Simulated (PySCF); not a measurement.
CH7Cl2NSi2 (SMILES CN([SiH2]Cl)[SiH2]Cl), singlet, at a GFN2-xTB geometry; CASCI(6,6)+NEVPT2/STO-3G run with PySCF.

The PySCF input:
```python
from pyscf import gto, scf, mcscf, mrpt
import numpy

mol = gto.Mole()
mol.atom = '''
    Si    1.569648    0.419395   -0.588244
    Cl    2.825595   -0.830872    0.359867
    N    -0.006508    0.341832    0.131502
    C    -0.110390    0.849944    1.492457
    Si   -1.323818   -0.607960   -0.472733
    Cl   -3.017490    0.421520   -0.155013
    H     1.436904    0.001881   -1.972842
    H     2.057349    1.782755   -0.408127
    H     0.236620    0.109884    2.218356
    H    -1.143336    1.103327    1.723945
    H     0.496337    1.748062    1.604541
    H    -1.445259   -1.883254    0.233198
    H    -1.110134   -0.756240   -1.903166
'''
mol.basis = 'sto-3g'
mol.charge = 0
mol.spin = 0
mol.verbose = 4
mol.build()

mf = scf.RHF(mol)
mf.kernel()
mc = mcscf.CASCI(mf, 6, 6)
mc.fix_spin_(ss=0.0)
mc.kernel()
occ = numpy.linalg.eigvalsh(mc.fcisolver.make_rdm1(mc.ci, mc.ncas, mc.nelecas))[::-1]
ss = mc.fcisolver.spin_square(mc.ci, mc.ncas, mc.nelecas)[0]
print('natural occupations', occ.round(4), ' <S^2>', round(ss, 4))
e2 = mrpt.NEVPT(mc).kernel()
print('E(NEVPT2) = %.10f' % (mc.e_tot + e2))
```

Output, abridged:

```
PySCF version 2.14.0

[INPUT] verbose = 4
[INPUT] num. atoms = 13
[INPUT] num. electrons = 82
[INPUT] charge = 0
[INPUT] spin (= nelec alpha-beta = 2S) = 0
[INPUT] symmetry False subgroup None
[INPUT] Mole.unit = angstrom
[INPUT] Symbol           X                Y                Z      unit          X                Y                Z       unit  Magmom
[INPUT]  1 Si     1.569648000000   0.419395000000  -0.588244000000 AA    2.966204831971   0.792541688012  -1.111620054419 Bohr   0.0
[INPUT]  2 Cl     2.825595000000  -0.830872000000   0.359867000000 AA    5.339600688940  -1.570120524570   0.680050071269 Bohr   0.0
[INPUT]  3 N     -0.006508000000   0.341832000000   0.131502000000 AA   -0.012298337619   0.645968860612   0.248502764833 Bohr   0.0
[INPUT]  4 C     -0.110390000000   0.849944000000   1.492457000000 AA   -0.208606866891   1.606161381217   2.820334982690 Bohr   0.0
[INPUT]  5 Si    -1.323818000000  -0.607960000000  -0.472733000000 AA   -2.501653458769  -1.148877894691  -0.893335900044 Bohr   0.0
[INPUT]  6 Cl    -3.017490000000   0.421520000000  -0.155013000000 AA   -5.702229683614   0.796557356027  -0.292932115747 Bohr   0.0
[INPUT]  7 H      1.436904000000   0.001881000000  -1.972842000000 AA    2.715355027292   0.003554574840  -3.728131067039 Bohr   0.0
[INPUT]  8 H      2.057349000000   1.782755000000  -0.408127000000 AA    3.887826152648   3.368918697199  -0.771248254040 Bohr   0.0
[INPUT]  9 H      0.236620000000   0.109884000000   2.218356000000 AA    0.447146995595   0.207650665472   4.192085286786 Bohr   0.0
[INPUT] 10 H     -1.143336000000   1.103327000000   1.723945000000 AA   -2.160591908356   2.084985855838   3.257783903813 Bohr   0.0
[INPUT] 11 H      0.496337000000   1.748062000000   1.604541000000 AA    0.937940995488   3.303358428759   3.032143045636 Bohr   0.0
[INPUT] 12 H     -1.445259000000  -1.883254000000   0.233198000000 AA   -2.731143689063  -3.558834282992   0.440680352796 Bohr   0.0
[INPUT] 13 H     -1.110134000000  -0.756240000000  -1.903166000000 AA   -2.097849221568  -1.429086484441  -3.596462509584 Bohr   0.0

nuclear repulsion = 526.695782676345
number of shells = 33
number of NR pGTOs = 159
number of NR cGTOs = 53
basis = sto-3g
ecp = {}

******** <class 'pyscf.scf.hf.RHF'> ********
method = RHF
initial guess = minao
damping factor = 0
level_shift factor = 0
DIIS = <class 'pyscf.scf.diis.CDIIS'>
diis_start_cycle = 1
diis_space = 8
diis_damp = 0
SCF conv_tol = 1e-09
SCF conv_tol_grad = None
SCF max_cycles = 50
direct_scf = True
direct_scf_tol = 1e-13
Set gradient conv threshold to 3.16228e-05
Initial guess from minao.
init E= -1575.56639732286
  HOMO = -0.291733429851446  LUMO = 0.174341210665294  gap/eV = 12.68254
cycle= 1 E= -1575.67842153869  delta_E= -0.112  |g|= 0.405  |ddm|= 4.18
  HOMO = -0.250654338470458  LUMO = 0.34083245952508  gap/eV = 16.09518
cycle= 2 E= -1575.74567910801  delta_E= -0.0673  |g|= 0.128  |ddm|= 0.857
  HOMO = -0.317818169267302  LUMO = 0.350881456721739  gap/eV = 18.19624
cycle= 3 E= -1575.75130621328  delta_E= -0.00563  |g|= 0.0323  |ddm|= 0.227
  HOMO = -0.303226156552048  LUMO = 0.35744206680933  gap/eV = 17.97770
cycle= 4 E= -1575.75181892511  delta_E= -0.000513  |g|= 0.00568  |ddm|= 0.0696
  HOMO = -0.307035720697833  LUMO = 0.355776470244662  gap/eV = 18.03604
cycle= 5 E= -1575.75184409454  delta_E= -2.52e-05  |g|= 0.00118  |ddm|= 0.0188
  HOMO = -0.307002317525566  LUMO = 0.355839370976166  gap/eV = 18.03684
cycle= 6 E= -1575.75184517564  delta_E= -1.08e-06  |g|= 0.000226  |ddm|= 0.00395
  HOMO = -0.307053964148323  LUMO = 0.355855191254037  gap/eV = 18.03868
cycle= 7 E= -1575.7518452173  delta_E= -4.17e-08  |g|= 4.87e-05  |ddm|= 0.000803
  HOMO = -0.307055801044809  LUMO = 0.355851957073359  gap/eV = 18.03864
cycle= 8 E= -1575.7518452193  delta_E= -2e-09  |g|= 1.37e-05  |ddm|= 0.000169
  HOMO = -0.307057122084368  LUMO = 0.355851523438431  gap/eV = 18.03866
cycle= 9 E= -1575.75184521949  delta_E= -1.89e-10  |g|= 2.19e-06  |ddm|= 6.14e-05
  HOMO = -0.307057057017507  LUMO = 0.355851757940555  gap/eV = 18.03867
Extra cycle  E= -1575.75184521949  delta_E= -6.37e-12  |g|= 9.46e-07  |ddm|= 5.44e-06
converged SCF energy = -1575.75184521949

******** <class 'pyscf.mcscf.casci.CASCI'> ********
CAS (3e+3e, 6o), ncore = 38, nvir = 9
natorb = False
canonicalization = True
sorting_mo_energy = False
******** <class 'pyscf.fci.addons.SpinPenaltyFCISolver'> ********
max. cycles = 200
conv_tol = 1e-08
davidson only = True
linear dependence = 1e-12
level shift = 0.001
max iter space = 12
nroots = 1
pspace_size = 400
spin = None
Density matrix diagonal elements [1.99977925e+00 1.99959973e+00 1.99747568e+00 7.73688075e-04
 4.68172459e-04 1.90347915e-03]
CASCI converged
CASCI E = -1575.75346957292  E(CI) = -5.86423408955352  S^2 = 0.0000000
natural occupations [1.9998e+00 1.9996e+00 1.9975e+00 2.4000e-03 4.0000e-04 3.0000e-04]  <S^2> 0.0

******** <class 'pyscf.mrpt.nevpt2.NEVPT'> ********
NEVPT2 (3e+3e, 6o), ncore = 38, nvir = 9
root = 0
Natural occ [1.99981969e+00 1.99957442e+00 1.99747154e+00 2.35937989e-03
 4.30436415e-04 3.44525697e-04]
Natural orbital (expansion on meta-Lowdin AOs) in CAS space
               #1        #2        #3        #4        #5
0 Si 1s         -0.00002   0.00008  -0.00006  -0.00073   0.00067
0 Si 2s          0.00020  -0.00147   0.00004   0.00330  -0.00409
0 Si 3s         -0.01050   0.00816  -0.03012  -0.32913   0.29053
0 Si 2px        -0.00092   0.00345  -0.00096  -0.00571  -0.01370
0 Si 2py        -0.00077   0.00046  -0.00019  -0.00237   0.00825
0 Si 2pz        -0.00079  -0.00183   0.00056   0.00851  -0.00217
0 Si 3px         0.05007  -0.13129   0.00286   0.27565   0.50207
0 Si 3py         0.06769  -0.04850   0.02123   0.10631  -0.31431
0 Si 3pz         0.06731   0.07974  -0.03624  -0.33549   0.08273
1 Cl 1s         -0.00001   0.00001   0.00001   0.00016  -0.00037
1 Cl 2s         -0.00013  -0.00000  -0.00142  -0.00265   0.00596
1 Cl 3s         -0.00765   0.00448  -0.00636   0.06120  -0.15402
1 Cl 2px         0.00096  -0.00322   0.00252   0.00411  -0.00545
1 Cl 2py         0.00253  -0.00122  -0.00143  -0.00241   0.00623
1 Cl 2pz         0.00256   0.00261   0.00093   0.00075  -0.00538
1 Cl 3px        -0.13090   0.45371  -0.24591  -0.16110   0.21383
1 Cl 3py        -0.36032   0.16163   0.10980   0.09357  -0.24682
1 Cl 3pz        -0.37069  -0.36850  -0.07179  -0.02769   0.21419
2 N 1s           0.00003  -0.00003   0.00007  -0.00712  -0.00146
2 N 2s          -0.00391   0.00682   0.05804   0.48763   0.10978
2 N 2px         -0.02617   0.35114  -0.28796   0.05782  -0.08798
2 N 2py          0.00587   0.16916   0.71907  -0.17303   0.08311
2 N 2pz          0.00737  -0.04534  -0.34340  -0.08691  -0.08378
3 C 1s           0.00005   0.00008   0.00010   0.00019  -0.00018
3 C 2s          -0.00579  -0.00597  -0.00065  -0.03088   0.01011
3 C 2px          0.03331  -0.04890   0.05602  -0.01761  -0.00348
3 C 2py         -0.03590  -0.05762  -0.12000   0.07469   0.04833
3 C 2pz          0.00042   0.01946   0.06360   0.17427   0.00680
4 Si 1s          0.00002  -0.00008  -0.00001  -0.00049  -0.00063
4 Si 2s         -0.00016   0.00135   0.00049   0.00187   0.00351
4 Si 3s          0.00940  -0.01309   0.00934  -0.23257  -0.27076
4 Si 2px        -0.00068   0.00303   0.00045   0.00821  -0.00768
4 Si 2py        -0.00071   0.00221   0.00029   0.00533   0.00396
4 Si 2pz         0.00133   0.00143   0.00021   0.00676   0.00369
4 Si 3px         0.03626  -0.10568  -0.04279  -0.35980   0.26841
4 Si 3py         0.06440  -0.10537  -0.01506  -0.22799  -0.16486
4 Si 3pz        -0.11820  -0.05573   0.01070  -0.26723  -0.13232
5 Cl 1s          0.00001  -0.00002  -0.00001   0.00004   0.00026
5 Cl 2s          0.00005  -0.00022   0.00096  -0.00060  -0.00427
5 Cl 3s          0.00456  -0.01371   0.00561   0.00769   0.10816
5 Cl 2px         0.00054  -0.00266   0.00181  -0.00197  -0.00597
5 Cl 2py         0.00197  -0.00278  -0.00088  -0.00083   0.00364
5 Cl 2pz        -0.00467  -0.00156  -0.00045  -0.00112   0.00078
5 Cl 3px        -0.07378   0.36893  -0.17153   0.07676   0.23359
5 Cl 3py        -0.27974   0.39325   0.06029   0.03418  -0.14364
5 Cl 3pz         0.67564   0.23222   0.04751   0.04518  -0.03067
6 H 1s          -0.16075  -0.08807  -0.02452   0.02584  -0.17540
7 H 1s           0.15263  -0.16178  -0.11832   0.11052  -0.10463
8 H 1s           0.02456   0.02890   0.23541  -0.02154   0.04255
9 H 1s          -0.01956   0.08504  -0.11290  -0.01310  -0.01796
10 H 1s         -0.00581  -0.10793  -0.11513  -0.00397  -0.04409
11 H 1s         -0.20323   0.13030   0.20048   0.08028   0.13796
12 H 1s          0.22222   0.07025  -0.05385  -0.01849   0.04625
               #6
0 Si 1s          0.00055
0 Si 2s         -0.00354
0 Si 3s          0.23043
0 Si 2px        -0.00690
0 Si 2py         0.00513
0 Si 2pz        -0.00327
0 Si 3px         0.27383
0 Si 3py        -0.18272
0 Si 3pz         0.12842
1 Cl 1s         -0.00025
1 Cl 2s          0.00407
1 Cl 3s         -0.10403
1 Cl 2px        -0.00398
1 Cl 2py         0.00438
1 Cl 2pz        -0.00337
1 Cl 3px         0.16090
1 Cl 3py        -0.17642
1 Cl 3pz         0.13483
2 N 1s          -0.00089
2 N 2s           0.07740
2 N 2px         -0.00064
2 N 2py         -0.02176
2 N 2pz          0.02265
3 C 1s           0.00074
3 C 2s          -0.04294
3 C 2px          0.00417
3 C 2py          0.02320
3 C 2pz          0.09035
4 Si 1s          0.00069
4 Si 2s         -0.00423
4 Si 3s          0.29432
4 Si 2px         0.01550
4 Si 2py        -0.00570
4 Si 2pz         0.00009
4 Si 3px        -0.58020
4 Si 3py         0.21577
4 Si 3pz        -0.00456
5 Cl 1s         -0.00039
5 Cl 2s          0.00642
5 Cl 3s         -0.16626
5 Cl 2px         0.00865
5 Cl 2py        -0.00586
5 Cl 2pz        -0.00212
5 Cl 3px        -0.34746
5 Cl 3py         0.23465
5 Cl 3pz         0.08486
6 H 1s          -0.06557
7 H 1s          -0.11153
8 H 1s          -0.01500
9 H 1s           0.00766
10 H 1s          0.00915
11 H 1s         -0.09091
12 H 1s         -0.10974
<CAS-nat-orb|mo-hf>  39     39       0.92030111
<CAS-nat-orb|mo-hf>  40     40       0.91951309
<CAS-nat-orb|mo-hf>  41     41       0.99667677
<CAS-nat-orb|mo-hf>  42     42      -0.46059730
<CAS-nat-orb|mo-hf>  42     44       0.87874689
<CAS-nat-orb|mo-hf>  43     43       0.97900103
<CAS-nat-orb|mo-hf>  44     42       0.88339861
<CAS-nat-orb|mo-hf>  44     44       0.44012284
Sr    (-1)',   E = -0.00164025790824
Si    (+1)',   E = -0.00362366708916
Sijrs (0)  ,   E = -0.09822551982275
Sijr  (+1) ,   E = -0.03131401249838
Srsi  (-1) ,   E = -0.02019215124772
Srs   (-2) ,   E = -0.00291537686046
Sij   (+2) ,   E = -0.01533625885133
Sir   (0)' ,   E = -0.01149591508424
Nevpt2 Energy = -0.184743159362278
E(NEVPT2) = -1575.9382127323
```
